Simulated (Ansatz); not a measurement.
## Abstraction of F: C3H7F + Ge(CH3)F2 → C3H7 + Ge(CH3)F3

Gas-phase species: C3H7F (2-fluoropropane) `CC(C)F`, singlet; Ge(CH3)F2, doublet; C3H7 (methylethyl) `C[CH]C`, doublet; Ge(CH3)F3, singlet. A radical takes F: the energy is the difference in strength between the C–F bond broken and the Ge–F bond made.

Shapes, held fixed at every level: PBE0-D4/def2-TZVP. Programs: Ansatz 0.2.0. The zero-point and thermal change to 298 K, harmonic and unscaled (PBE0-D4/def2-TZVP), is -8.2 kJ/mol.

```json
{"level": "r2SCAN-D4/def2-TZVPP", "kind": "meta-GGA", "ΔH(298 K) (kJ/mol)": "-80.8", "less CCSD(T)/def2-TZVPP": "+3.4", "CPU time (sum over the molecules)": "41 s"}
{"level": "B3LYP-D4/def2-TZVPP", "kind": "global hybrid", "ΔH(298 K) (kJ/mol)": "-67.4", "less CCSD(T)/def2-TZVPP": "+16.8", "CPU time (sum over the molecules)": "39 s"}
{"level": "BHLYP-D4/def2-TZVPP", "kind": "global hybrid", "ΔH(298 K) (kJ/mol)": "-82.7", "less CCSD(T)/def2-TZVPP": "+1.5", "CPU time (sum over the molecules)": "28 s"}
{"level": "r2SCAN0-D4/def2-TZVPP", "kind": "global hybrid", "ΔH(298 K) (kJ/mol)": "-87.0", "less CCSD(T)/def2-TZVPP": "-2.8", "CPU time (sum over the molecules)": "44 s"}
{"level": "wB97M-V/def2-TZVPP", "kind": "range-separated hybrid", "ΔH(298 K) (kJ/mol)": "-65.9", "less CCSD(T)/def2-TZVPP": "+18.3", "CPU time (sum over the molecules)": "88 s"}
{"level": "B2PLYP/def2-TZVPP", "kind": "double hybrid", "ΔH(298 K) (kJ/mol)": "-76.1", "less CCSD(T)/def2-TZVPP": "+8.1", "CPU time (sum over the molecules)": "45 s"}
{"level": "CCSD(T)/def2-TZVPP", "kind": "coupled cluster or CI", "ΔH(298 K) (kJ/mol)": "-84.2", "less CCSD(T)/def2-TZVPP": "0.0", "CPU time (sum over the molecules)": "–"}
```

The highest level, CCSD(T)/def2-TZVPP, gives ΔH(298 K) = -84.2 kJ/mol; the levels span -87.0 to -65.9. The column of differences is taken from that level and isn't an error. No measured value is set beside it here. Open shells run unrestricted. Relativity is left out for Ge. Outer-core shells of Ge are correlated, in sets that cover them unevenly. Times are processor times on shared x86 and Arm servers, and rough.
